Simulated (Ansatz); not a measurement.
Program: Ansatz. Geometries: PBE0-D4/def2-TZVP. ΔE: electronic, gas phase. CCSD(T)/CBS adds triple-zeta CCSD(T) − MP2 to the extrapolated MP2 energy (def2 sets, frozen cores). This one scheme is used for every species. Functionals use def2-TZVPP.

Consider the formal exchange of groups at a B–Cl bond: `ClB1[SiH2]S1` + CH₄ → `CB1[SiH2]S1` + HCl.

| level | ΔE (kcal/mol) |
| --- | --- |
| revPBE-D4 | 18.4 |
| HF/def2-TZVPP | 17.8 |

Q: What does CCSD(T)/CBS give? (Estimate.)

A: Ansatz gave: +17.4 kcal/mol. The listed levels differ from it by 1.0, 0.4 kcal/mol.

Largest T1 diagnostic among the species: 0.015.

Leaving LDA and LC-ωPBE aside and taking each functional with its dispersion term where it has one, the values, not all of them listed here, spread over 1.4 kcal/mol, from ωB97X-V to BLYP-D4. LDA lies −1.1 kcal/mol from PBE without D4. At CCSD(T), def2-SVP lies +2.4 kcal/mol from the extrapolated value and def2-TZVPP +0.0 kcal/mol.
